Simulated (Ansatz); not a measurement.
`CC[SiH](F)[SiH3]` → 2 C• + F• + 9 H• + 2 Si•  (atomization)

Computed with Ansatz on PBE0-D4/def2-TZVP structures; ΔE is electronic, products minus reactants. CCSD(T)/CBS is the MP2 limit (def2-TZVPP, def2-QZVPP) plus CCSD(T) − MP2 in def2-TZVPP, frozen cores. This one scheme is used for every species, atoms too. Functionals use def2-TZVPP. B3LYP here is the variant with VWN-RPA as its local correlation; programs differ in this. No spin–orbit coupling; open shells (•) take unrestricted orbitals. Spin–orbit coupling would lower the free atoms: a little for C, F, Si. Each species was taken in one conformer, which may not be the lowest.

`CC[SiH](F)[SiH3]`:

Z-matrix (Å, degrees):
```
C
C 1 1.527
H 1 1.092 2 111.3
H 1 1.093 2 111.4 3 -120.1
H 1 1.093 2 111.3 3 119.8
Si 2 1.866 1 113.7 3 -60.0
H 2 1.096 1 110.6 3 62.3
H 2 1.097 1 110.7 3 179.4
Si 6 2.346 2 112.6 1 178.9
F 6 1.612 2 108.7 1 58.6
H 6 1.491 2 109.8 1 -57.5
H 9 1.488 6 110.7 2 -58.1
H 9 1.487 6 111.3 2 -179.3
H 9 1.490 6 109.0 2 61.0
```

```csv
level,ΔE (kcal/mol),difference from CCSD(T)/CBS
revPBE-D4,1171.0,-19.2
B3LYP-D4,1187.3,-2.9
CAM-B3LYP-D4,1193.2,3.0
ωB97M-V,1189.5,-0.7
r2SCAN,1187.5,-2.7
PBE0,1177.5,-12.7
r2SCANh,1183.1,-7.1
r2SCAN0,1176.9,-13.3
CCSD/def2-SVP,1114.7,-75.5
MP2/CBS(def2),1195.4,5.2
CCSD(T)/CBS,1190.2,0
```

Largest T1 diagnostic among the species: 0.012.

At CCSD(T), def2-SVP lies −67.3 kcal/mol from the extrapolated value and def2-TZVPP −27.9 kcal/mol: correlation converges slowly with the basis, and small sets miss more of it in the bonded molecule than in its fragments. In def2-TZVPP, CCSD(T) changes the Hartree–Fock value by +253.0 kcal/mol (the triples alone add +11.8 kcal/mol) and MP2 by +258.3 kcal/mol; breaking electron pairs costs correlation energy, which Hartree–Fock lacks.

For atomizations the MP2-based limit and the directly extrapolated one differ by several kJ/mol either way, and by 10 to 25 for some Ge, Se and Sn compounds, so smaller differences from it don't rank the levels.
